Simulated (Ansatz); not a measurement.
Gas-phase electronic energies from Ansatz, PBE0-D4/def2-TZVP geometries. CBS: MP2 limit from def2 TZ/QZ plus the TZ coupled-cluster correction, frozen cores. This one scheme is used for every species. DFT in def2-TZVPP. B3LYP here is the variant with VWN-RPA as its local correlation; programs differ in this. def2 core potentials past Kr. For Te outer-core shells are correlated without core-valence functions, which leaves a few kJ/mol of doubt a bond. Each species was taken in one conformer, which may not be the lowest.

Reaction (substitution at a C–B bond): `[SiH3]C([SiH3])BCl` + H₂Te → `[SiH3]C([SiH3])[TeH]` + `BCl`

```tsv
level	ΔE (kJ/mol)	difference from CCSD(T)/CBS
r2SCAN-D4	73.7	16.8
PBE0-D4	71.0	14.1
B3LYP-D4	65.6	8.7
ωB97X-V	68.6	11.7
B2PLYP	65.5	8.6
r2SCAN	73.8	16.9
PBE0	73.2	16.3
HF/def2-TZVPP	69.3	12.4
MP2/def2-TZVPP	58.3	1.4
CCSD/def2-TZVPP	65.9	9.0
CCSD(T)/def2-TZVPP	63.9	7.0
HF/def2-QZVPP	68.3	11.4
SCS-MP2/def2-QZVPP	53.7	-3.2
HF/CBS(def2)	68.2	11.3
MP2/CBS(def2)	51.4	-5.5
CCSD/CBS(def2)	59.0	2.1
CCSD(T)/CBS	56.9	0
```

Largest T1 diagnostic among the species: 0.012.

The D4 term adds −4.8 kJ/mol with B3LYP and −2.1 kJ/mol with PBE0; it sums over pairs of atoms, weighted by their polarisabilities, and B3LYP, whose exchange is more repulsive, gets the larger term. In def2-TZVPP, CCSD(T) changes the Hartree–Fock value by −5.4 kJ/mol (the triples alone add −2.1 kJ/mol) and MP2 by −11.0 kJ/mol.
